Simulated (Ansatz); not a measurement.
Job for Ansatz (a program for electronic structure): U-wB97X-V/cc-pVTZ on BBrH2 (SMILES BBr), a point of a bond scan (R = 3.806 Å).

Ansatz 0.2 input:
```yaml
crystal:
  periodic: [false, false, false]
  atoms:
    - {symbol: B, position_ang: [-0.84896739, -1.29115255, 0.21121296]}
    - {symbol: H, position_ang: [-0.47171957, -2.07374537, 1.01486037]}
    - {symbol: H, position_ang: [-1.82647135, -1.42145963, -0.44309788]}
    - {symbol: Br, position_ang: [1.22285469, 1.85977927, -0.30423166]}
basis:
  gaussian:
    orbitals: cc-pVTZ
hamiltonian:
  xc: {name: wB97X-V}
magnetization: {spin_polarized: true, initial_magnetization: 0}
```

Give the final energy of this run.

-2599.8582 hartree. Its determinant has ⟨S²⟩ = 0.79, a mixture of spin states.

How many basis functions does it have, and what does it roughly cost on one machine?

101 functions; very roughly 22 core-seconds.
